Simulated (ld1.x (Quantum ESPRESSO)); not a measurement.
Configuration tests for Pt (Z = 78) (PAW)

* Element: platinum (Pt)
* Generator: ld1.x (Quantum ESPRESSO) 7.5
* Type: PAW
* Functional: PBE
* Relativity: scalar-relativistic
* Frozen core: [Kr] 4d10 4f14
* Valence charge: 18
* Reference configuration: 5s2 5p6 5d8 6s0 6p0 (charge +2)
* Partial waves: 5s (bound): rcut 1.55, rcutus 1.70 bohr; 6s (bound, empty): rcut 1.55, rcutus 1.70 bohr; 5p (bound): rcut 1.95, rcutus 2.05 bohr; 6p (bound, empty): rcut 1.95, rcutus 2.05 bohr; 5d (bound): rcut 1.60, rcutus 1.95 bohr; 5d channel at -1.55 Ry: rcut 1.60, rcutus 1.95 bohr; 5f channel at 0.3 Ry: rcut 1.50, rcutus 1.90 bohr; 5f channel at 2.95 Ry: rcut 1.50, rcutus 1.90 bohr
* Local potential: all-electron potential smoothed inside 1.75 bohr (lloc = -1)
* Core correction: Bessel-smoothed model core inside 1.75 bohr
* Augmentation charge: GAUSS, radius 1.15 bohr

Energies are relative to the spin-unpolarised reference configuration 5s2 5p6 5d8 6s0 6p0; without spin polarisation the order of configurations can differ from experiment.

| valence configuration | charge | ΔE all-electron (eV) | error AE − PS (meV) |
| --- | --- | --- | --- |
| 5s2 5p6 5d9 6s0 6p0 | +1 | -19.966 | +1.9 |
| 5s2 5p6 5d7 6s0 6p0 | +3 | 32.217 | -11 |
| 5s2 5p6 5d6 6s0 6p0 | +4 | 77.869 | -49 |
| 5s2 5p6 5d10 6s0 6p0 | 0 | -29.177 | +2.4 |
| 5s2 5p6 5d9 6s0.5 6p0 | +0.5 | -25.466 | +4.7 |

(1) What are ΔE and the potential's error for 5s2 5p5 5d9 6s1 6p0?

(2) What are ΔE and the potential's error for 5s2 5p6 5d9 6s1 6p0?

Levels in the configuration 5s2 5p6 5d6 6s0 6p0:

```
level  all-electron (eV)  pseudo (eV)
   5s           -152.566     -152.656
   5p           -106.026     -106.175
   5d            -52.729      -52.777
```

## Answers

(1) ΔE = 32.991 eV all-electron; the error (AE − PS) is -106 meV.

(2) ΔE = -29.160 eV all-electron; the error (AE − PS) is +6.6 meV.
